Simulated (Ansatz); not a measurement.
`[O]=[Mo]([F])([F])([F])[Cl]` + `[NH2][Hf]([NH2])([OH])[Cl]` → `[O]=[Mo]([OH])([F])([F])[Cl]` + `[NH2][Hf]([NH2])([F])[Cl]`  (redistribution)

Isolated molecules relaxed with PBE0-D4/def2-TZVP in Ansatz; ΔE leaves out vibrations. CCSD(T)/CBS adds triple-zeta CCSD(T) − MP2 to the extrapolated MP2 energy (def2 sets, frozen cores). Functionals use def2-TZVPP. def2 core potentials past Kr. For Hf, Mo outer-core shells are correlated without core-valence functions, which leaves a few kJ/mol of doubt a bond. Each species was taken in one conformer, which may not be the lowest.

```
      level  ΔE (kcal/mol)  difference from CCSD(T)/CBS
  revPBE-D4           -7.5                         -0.3
    BLYP-D4           -7.1                          0.1
     B97M-V           -6.5                          0.7
 r2SCAN0-D4           -7.1                          0.1
     B2PLYP           -7.1                          0.1
   PBE-QIDH           -7.4                         -0.2
     revPBE           -7.1                          0.1
    r2SCANh           -7.0                          0.2
  CAM-B3LYP           -6.7                          0.5
HF/def2-SVP           -8.4                         -1.2
CCSD(T)/CBS           -7.2                            0
```

Largest T1 diagnostic among the species: 0.024, so the coupled-cluster value is less sure than usual.

Leaving LDA and LC-ωPBE aside and taking each functional with its dispersion term where it has one, the values spread over 1.0 kcal/mol, from revPBE-D4 to B97M-V.
